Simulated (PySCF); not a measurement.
**29Si chemical shifts**

- σ from GIAO-PBE0/pcSseg-1
- geometry: GFN2-xTB
- code: PySCF 2.14
- single conformer, equivalent nuclei averaged, no solvent model, non-relativistic

Shieldings were converted by a linear fit to measured shifts: 29Si: δ = 279.94 − 0.822σ (rms 8.9 ppm, 72 shifts, 25.8 ppm with the 6 outliers that the fit left out vs TMS, solution or neat liquid). Occasional misses reach two or three times the rms, and more in compound classes unlike the fitted ones.

(1) Give the 29Si shifts of `N#C[SiH2][Si@H](Cl)N([SiH3])[SiH3]`, `CN[SiH2]c1cnccn1`.

(2) Match the shifts -11.7, -36.8, -48.7, -60.4 ppm to `CN[SiH2]c1ncccn1`, `O=C(CC([SiH3])[SiH3])C(F)(F)F`, `C=C[SiH2][C@@H](C)CC`, `C=C(C)[Si](C)(C)C`.

Results:

(1) 
```
                                                  compound                           environment  δ (ppm)
[N:1]#[C:2][SiH2:3][Si@H:4]([Cl:5])[N:6]([SiH3:7])[SiH3:8]   Si4: silicon bonded to Cl, N, Si, H     -9.6
[N:1]#[C:2][SiH2:3][Si@H:4]([Cl:5])[N:6]([SiH3:7])[SiH3:8]  Si7/8: silicon bonded to N, 3 H (×2)    -45.0
[N:1]#[C:2][SiH2:3][Si@H:4]([Cl:5])[N:6]([SiH3:7])[SiH3:8]     Si3: silicon bonded to C, Si, 2 H    -98.1
                                          CN[SiH2]c1cnccn1           silicon bonded to C, N, 2 H    -33.2
```

(2) -11.7: C=C(C)[Si](C)(C)C (silicon bonded to 4 C); -36.8: C=C[SiH2][C@@H](C)CC (silicon bonded to 2 C, 2 H); -48.7: CN[SiH2]c1ncccn1 (silicon bonded to C, N, 2 H); -60.4: O=C(CC([SiH3])[SiH3])C(F)(F)F (silicon bonded to C, 3 H).
